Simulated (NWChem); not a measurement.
Everything below was run with NWChem. System: H$_{3}$NSi, charge 0, spin multiplicity 1, at a geometry optimised with PBE/def2-SVP. The structure started from a generated list of species. Level: B3LYP/cc-pVQZ, VWN1-RPA local correlation.

The NWChem input:

```
start mol
memory heap 200 mb stack 900 mb global 1100 mb
geometry units angstroms nocenter noautoz
  Si    -0.524980     0.459615     0.000000
  H      0.528972     1.601080     0.000000
  N      0.673743    -0.795741     0.000000
  H      1.691794    -0.679010     0.000000
  H      0.412757    -1.786489     0.000000
  symmetry group Cs
end
basis spherical
  * library cc-pvqz
end
dft
  xc b3lyp
  semidirect memsize 60000000 filesize 0
  iterations 100
end
task dft energy
```

NWChem printed:

```
             Northwest Computational Chemistry Package (NWChem) 7.3.0
             --------------------------------------------------------

                                NWChem Input Module
                                -------------------

 Scaling coordinates for geometry "geometry" by  1.889725989
 (inverse scale =  0.529177249)

 Turning off AUTOSYM since
 SYMMETRY directive was detected!

                             Geometry "geometry" -> ""
                             -------------------------

 Output coordinates in angstroms (scale by  1.889725989 to convert to a.u.)

  No.       Tag          Charge          X              Y              Z
 ---- ---------------- ---------- -------------- -------------- --------------
    1 Si                  14.0000    -0.52498000     0.45961500     0.00000000
    2 H                    1.0000     0.52897200     1.60108000     0.00000000
    3 N                    7.0000     0.67374300    -0.79574100     0.00000000
    4 H                    1.0000     1.69179400    -0.67901000     0.00000000
    5 H                    1.0000     0.41275700    -1.78648900     0.00000000

 Effective nuclear repulsion energy (a.u.)      50.1108094999

            Nuclear Dipole moment (a.u.)
            ----------------------------
        X                 Y               Z
 ---------------- ---------------- ----------------
     0.0000075589     0.0000075589     0.0000000000

      Symmetry information
      --------------------

 Group name             Cs
 Group number              2
 Group order               2
 No. of unique centers     5

      Symmetry unique atoms

     1    2    3    4    5


 Summary of "ao basis" -> "" (spherical)
 ------------------------------------------------------------------------------
       Tag                 Description            Shells   Functions and Types
 ---------------- ------------------------------  ------  ---------------------
 *                          cc-pvqz                   on all atoms

                                 NWChem DFT Module
                                 -----------------

 Summary of "ao basis" -> "ao basis" (spherical)
 ------------------------------------------------------------------------------
       Tag                 Description            Shells   Functions and Types
 ---------------- ------------------------------  ------  ---------------------
 Si                         cc-pvqz                 17       59   6s5p3d2f1g
 H                          cc-pvqz                 10       30   4s3p2d1f
 N                          cc-pvqz                 15       55   5s4p3d2f1g

 Summary of "ao basis" -> "ao basis" (spherical)
 ------------------------------------------------------------------------------
       Tag                 Description            Shells   Functions and Types
 ---------------- ------------------------------  ------  ---------------------
 Si                         cc-pvqz                 17       59   6s5p3d2f1g
 H                          cc-pvqz                 10       30   4s3p2d1f
 N                          cc-pvqz                 15       55   5s4p3d2f1g

      Symmetry analysis of basis
      --------------------------

        a'        133
        a"         71

            General Information
            -------------------
          SCF calculation type: DFT
          Wavefunction type:  closed shell.
          No. of atoms     :     5
          No. of electrons :    24
           Alpha electrons :    12
            Beta electrons :    12
          Charge           :     0
          Spin multiplicity:     1
          Use of symmetry is: on ; symmetry adaption is: on
          Maximum number of iterations: 100
          AO basis - number of functions:   204
                     number of shells:    62
          Convergence on energy requested:  1.00D-06
          Convergence on density requested:  1.00D-05
          Convergence on gradient requested:  5.00D-04

              XC Information
              --------------
                         B3LYP Method XC Potential
                     Hartree-Fock (Exact) Exchange  0.200
                        Slater Exchange Functional  0.800 local
                    Becke 1988 Exchange Functional  0.720 non-local
              Lee-Yang-Parr Correlation Functional  0.810
                  VWN I RPA Correlation Functional  0.190 local

             Grid Information
             ----------------
          Grid used for XC integration:  medium
          Radial quadrature: Mura-Knowles
          Angular quadrature: Lebedev.
          Tag              B.-S. Rad. Rad. Pts. Rad. Cut. Ang. Pts.
          ---              ---------- --------- --------- ---------
          Si                  1.10       88          10.0       590
          H                   0.35       45          11.0       434
          N                   0.65       49           8.0       434
          Grid pruning is: on
          Number of quadrature shells:   272
          Spatial weights used:  Erf1

          Convergence Information
          -----------------------
          Convergence aids based upon iterative change in
          total energy or number of iterations.
          Levelshifting, if invoked, occurs when the
          HOMO/LUMO gap drops below (HL_TOL):  1.00D-02
          DIIS, if invoked, will attempt to extrapolate
          using up to (NFOCK): 10 stored Fock matrices.

                    Damping( 0%)  Levelshifting(0.5)       DIIS
                  --------------- ------------------- ---------------
          dE  on:    start            ASAP                start
          dE off:    2 iters        100 iters           100 iters

      Screening Tolerance Information
      -------------------------------
          Density screening/tol_rho:  1.00D-10
          AO Gaussian exp screening on grid/accAOfunc:  14
          CD Gaussian exp screening on grid/accCDfunc:  20
          XC Gaussian exp screening on grid/accXCfunc:  20
          Schwarz screening/accCoul:  1.00D-08

      Superposition of Atomic Density Guess
      -------------------------------------

 Sum of atomic energies:        -344.65536900

      Non-variational initial energy
      ------------------------------

 Total energy =    -345.185100
 1-e energy   =    -574.908324
 2-e energy   =     179.612414
 HOMO         =      -0.382017
 LUMO         =      -0.237494

      Symmetry analysis of molecular orbitals - initial
      -------------------------------------------------

  Numbering of irreducible representations:

     1 a'          2 a"

  Orbital symmetries:

     1 a'          2 a'          3 a'          4 a'          5 a'
     6 a"          7 a'          8 a'          9 a'         10 a'
    11 a'         12 a"         13 a'         14 a"         15 a'
    16 a'         17 a'         18 a'         19 a'         20 a"
    21 a'         22 a"

------------------------------------------------------------
EAF file 0: "./mol.aoints.0" size=524288 bytes
------------------------------------------------------------
               write      read    awrite     aread      wait
               -----      ----    ------     -----      ----
     calls:        1         0         0         0         0
   data(b): 5.24e+05  0.00e+00  0.00e+00  0.00e+00
   time(s): 0.00e+00  0.00e+00  0.00e+00  0.00e+00  0.00e+00
rate(mb/s): 0.00e+00  0.00e+00
------------------------------------------------------------

 Grid integrated density:      24.000407001214
 Requested integration accuracy:   0.10E-05

   convergence    iter        energy       DeltaE   RMS-Dens  Diis-err    time
 ---------------- ----- ----------------- --------- --------- ---------  ------
 d= 0,ls=0.0,diis     1   -340.6607519845 -3.91D+02  3.76D+01  4.83D+01    12.7
 d= 0,ls=0.0,diis     2   -345.5103394810 -4.85D+00  3.72D-02  3.49D+00    17.2
 d= 0,ls=0.0,diis     3   -344.0560136047  1.45D+00  3.59D-02  1.09D+01    21.4
 d= 0,ls=0.0,diis     4   -346.0851474595 -2.03D+00  1.35D-03  9.62D-02    25.5
 d= 0,ls=0.0,diis     5   -346.0945732273 -9.43D-03  6.26D-04  2.36D-02    29.6
  Resetting Diis
 d= 0,ls=0.0,diis     6   -346.0977810256 -3.21D-03  1.76D-04  9.47D-04    33.6
 d= 0,ls=0.0,diis     7   -346.0978967477 -1.16D-04  7.76D-05  4.16D-05    37.6
 d= 0,ls=0.0,diis     8   -346.0978987630 -2.02D-06  2.53D-05  3.21D-05    41.6
 d= 0,ls=0.0,diis     9   -346.0979024039 -3.64D-06  4.58D-06  2.95D-06    45.7
 d= 0,ls=0.0,diis    10   -346.0979027273 -3.23D-07  1.20D-06  1.84D-07    49.7

         Total DFT energy =     -346.097902727338
      One electron energy =     -576.868956100533
           Coulomb energy =      209.559391128868
    Exchange-Corr. energy =      -28.899147255545
 Nuclear repulsion energy =       50.110809499873

 Numeric. integr. density =       24.000003233661

     Total iterative time =     48.2s

                  Occupations of the irreducible representations
                  ----------------------------------------------

                     irrep           alpha         beta
                     --------     --------     --------
                     a'               10.0         10.0
                     a"                2.0          2.0

                       DFT Final Molecular Orbital Analysis
                       ------------------------------------

 Vector   10  Occ=2.000000D+00  E=-3.608703D-01  Symmetry=a'
              MO Center=  1.6D-01,  6.7D-01,  3.0D-16, r^2= 2.2D+00
   Bfn.  Coefficient  Atom+Function         Bfn.  Coefficient  Atom+Function
  ----- ------------  ---------------      ----- ------------  ---------------
     5      0.259534  1 Si s                 62      0.208698  2 H  s
    14      0.183959  1 Si py                 3      0.163089  1 Si s
    17      0.160979  1 Si py               102     -0.158073  3 N  py
    94     -0.152507  3 N  s                 93     -0.147640  3 N  s
    61      0.138528  2 H  s                 99     -0.138596  3 N  py

 Vector   11  Occ=2.000000D+00  E=-3.004339D-01  Symmetry=a"
              MO Center=  5.3D-01, -6.5D-01, -3.9D-15, r^2= 1.3D+00
   Bfn.  Coefficient  Atom+Function         Bfn.  Coefficient  Atom+Function
  ----- ------------  ---------------      ----- ------------  ---------------
   103      0.346399  3 N  pz               106      0.280184  3 N  pz
   100      0.272570  3 N  pz                97      0.149808  3 N  pz
    18      0.118863  1 Si pz                15      0.117157  1 Si pz
    12      0.082753  1 Si pz                21      0.073032  1 Si pz

 Vector   12  Occ=2.000000D+00  E=-2.307473D-01  Symmetry=a'
              MO Center= -7.0D-01,  5.4D-01,  7.4D-15, r^2= 2.5D+00
   Bfn.  Coefficient  Atom+Function         Bfn.  Coefficient  Atom+Function
  ----- ------------  ---------------      ----- ------------  ---------------
     6      0.340397  1 Si s                  5      0.330981  1 Si s
    16     -0.292542  1 Si px                 3      0.235880  1 Si s
    13     -0.226678  1 Si px                10     -0.172256  1 Si px
    63     -0.167818  2 H  s                 62     -0.165261  2 H  s
    19     -0.149694  1 Si px                 4      0.147058  1 Si s

 Vector   13  Occ=0.000000D+00  E=-6.621963D-02  Symmetry=a"
              MO Center= -4.8D-01,  4.7D-01, -6.7D-16, r^2= 3.3D+00
   Bfn.  Coefficient  Atom+Function         Bfn.  Coefficient  Atom+Function
  ----- ------------  ---------------      ----- ------------  ---------------
    21      0.472731  1 Si pz                18      0.440527  1 Si pz
    15      0.256622  1 Si pz               106     -0.257858  3 N  pz
    12      0.248650  1 Si pz               103     -0.150617  3 N  pz
   100     -0.135641  3 N  pz                97     -0.070907  3 N  pz
     9      0.058684  1 Si pz                23      0.034166  1 Si d -1

 Vector   14  Occ=0.000000D+00  E=-5.345267D-03  Symmetry=a'
              MO Center=  2.2D-01, -4.3D-01, -2.6D-15, r^2= 6.3D+00
   Bfn.  Coefficient  Atom+Function         Bfn.  Coefficient  Atom+Function
  ----- ------------  ---------------      ----- ------------  ---------------
    94      2.329402  3 N  s                148     -0.740704  4 H  s
    20      0.726535  1 Si py                63     -0.662821  2 H  s
   147     -0.635474  4 H  s                177     -0.604662  5 H  s
   178     -0.536573  5 H  s                 17      0.501991  1 Si py
    93      0.412766  3 N  s                155      0.218732  4 H  px

 Vector   15  Occ=0.000000D+00  E= 5.796176D-02  Symmetry=a'
              MO Center=  1.5D-02, -4.7D-01,  7.7D-15, r^2= 7.0D+00
   Bfn.  Coefficient  Atom+Function         Bfn.  Coefficient  Atom+Function
  ----- ------------  ---------------      ----- ------------  ---------------
    63      1.635163  2 H  s                178     -1.378036  5 H  s
    94      1.343283  3 N  s                 20     -1.086916  1 Si py
   148     -0.621015  4 H  s                 19     -0.555108  1 Si px
     6     -0.520085  1 Si s                105     -0.465457  3 N  py
    17     -0.416771  1 Si py               104      0.330403  3 N  px

------------------------------------------------------------
EAF file 0: "./mol.aoints.0" size=524288 bytes
------------------------------------------------------------
               write      read    awrite     aread      wait
               -----      ----    ------     -----      ----
     calls:        1         9         0         0         0
   data(b): 5.24e+05  4.72e+06  0.00e+00  0.00e+00
   time(s): 0.00e+00  0.00e+00  0.00e+00  0.00e+00  0.00e+00
rate(mb/s): 0.00e+00  0.00e+00
------------------------------------------------------------

 center of mass
 --------------
 x =  -0.10912233 y =   0.03546602 z =   0.00000000

 moments of inertia (a.u.)
 ------------------
          75.083959437785          54.481854197495           0.000000000000
          54.481854197495          61.619301416594           0.000000000000
           0.000000000000           0.000000000000         136.703260854380

     Multipole analysis of the density
     ---------------------------------

     L   x y z        total         alpha         beta         nuclear
     -   - - -        -----         -----         ----         -------
     0   0 0 0     -0.000000    -12.000000    -12.000000     24.000000

     1   1 0 0      0.522270      0.261131      0.261131      0.000008
     1   0 1 0     -0.539148     -0.269578     -0.269578      0.000008
     1   0 0 1     -0.000000     -0.000000     -0.000000      0.000000

     2   2 0 0    -15.889793    -26.422137    -26.422137     36.954481
     2   1 1 0     -0.977290     14.099368     14.099368    -29.176026
     2   1 0 1     -0.000000     -0.000000     -0.000000      0.000000
     2   0 2 0    -14.307457    -31.447543    -31.447543     48.587630
     2   0 1 1      0.000000      0.000000      0.000000      0.000000
     2   0 0 2    -15.393666     -7.696833     -7.696833      0.000000

 Task  times  cpu:       49.7s     wall:       49.7s

 Total times  cpu:       49.8s     wall:       49.8s
```
